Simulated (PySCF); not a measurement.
Calculation: PBE0-D4/def2-TZVP (PySCF). Isolated molecules, 0 K electronic values unless said otherwise. One relaxed conformer stands for a flexible species; it need not be the lowest. Excitations are Tamm–Dancoff values on a coarser integration grid. The basis has no diffuse functions, so Rydberg states are missing or too high.

Reference species (SMILES): `C1=C[SiH](O)C=C1` (H–O–Si–C torsion 54°) (neutral, multiplicity 1).

- S1 oscillator strength = 0.056
- S1 excitation (TDA) = 4.34 eV

Changed species: `C1=C[SiH2]C=C1O` (H–O–C–C torsion 0°).

### Question
What does the change do to the S1 oscillator strength and S1 excitation (TDA)?

### Answer
the S1 oscillator strength hardly moves; the S1 excitation (TDA) rises by 0.19 eV, to 4.53 eV.
